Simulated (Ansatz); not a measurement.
H2AlFSi, SMILES `F[Si][AlH2]` (singlet; the order of the spin states depends on the level) (charge 0, multiplicity 1). This singlet lies 0.29 eV below the relaxed triplet at the level frozen-core CCSD(T)/cc-pVTZ // PBE0-D3(BJ)/def2-TZVP (Ansatz, a program for electronic structure); other levels give the other order.

Level of theory: Ansatz with frozen-core CCSD(T)/cc-pVQZ // PBE0-D3(BJ)/def2-TZVP.

Ansatz 0.2 input:
```yaml
crystal:
  periodic: [false, false, false]
  atoms:
    - { symbol: F, position_ang: [2.276017, 0.001045, -0.693809] }
    - { symbol: Si, position_ang: [1.692941, -0.242033, 0.807216] }
    - { symbol: Al, position_ang: [-0.787079, 0.024025, 0.111883] }
    - { symbol: H, position_ang: [-1.662564, -1.228047, -0.359546] }
    - { symbol: H, position_ang: [-1.519314, 1.445009, 0.134257] }
basis:
  gaussian: { orbitals: cc-pVQZ }
correlation:
  method: ccsd_t
```

Output:

```
Functional definition: HF
1394 factors; integrals over basis functions are off by at most 8.5e-4 eV
mean field evaluation 1: about -17182.2149 eV, gradient 2.8e1 eV
mean field evaluation 2: about -17182.2954 eV, gradient 2.9e1 eV
mean field evaluation 4: about -17184.2205 eV, gradient 2.4e0 eV
mean field evaluation 8: about -17184.2734 eV, gradient 1.6e-1 eV
mean field evaluation 16: about -17182.2144 eV, gradient 2.8e1 eV
mean field -17184.27378122 eV, -631.5104135407 hartree, gradient 1.6e-6 eV, S^2 0.000000; 0 other end points of the search recorded, 0 dependent functions left out; unrestricted orbitals would lower it
11 core orbitals not correlated
reference -17184.27378122 eV, -631.5104135407 hartree; 8, 8 occupied and 214, 214 virtual orbitals, 1394 factors
second order -12.54352528 eV of doubles, -0.00000000 eV of singles
cycle   1  -12.81968598 eV  change   -2.8e-1 eV  update   9.7e-2
cycle   2  -13.20900849 eV  change   -3.9e-1 eV  update   3.7e-2
cycle   3  -13.33187136 eV  change   -1.2e-1 eV  update   2.2e-2
cycle   4  -13.31515604 eV  change    1.7e-2 eV  update   6.1e-3
cycle   5  -13.31487037 eV  change    2.9e-4 eV  update   2.9e-3
cycle   6  -13.31690957 eV  change   -2.0e-3 eV  update   1.1e-3
cycle   7  -13.31644634 eV  change    4.6e-4 eV  update   5.7e-4
cycle   8  -13.31630953 eV  change    1.4e-4 eV  update   2.4e-4
cycle   9  -13.31650544 eV  change   -2.0e-4 eV  update   1.1e-4
cycle  10  -13.31652692 eV  change   -2.1e-5 eV  update   4.9e-5
cycle  11  -13.31649291 eV  change    3.4e-5 eV  update   2.6e-5
cycle  12  -13.31651023 eV  change   -1.7e-5 eV  update   1.5e-5
cycle  13  -13.31650730 eV  change    2.9e-6 eV  update   7.4e-6
perturbative correction -0.46276769 eV, -0.0170063988 hartree
Total energy: -17198.05305621 eV, -632.0167925566 hartree
```
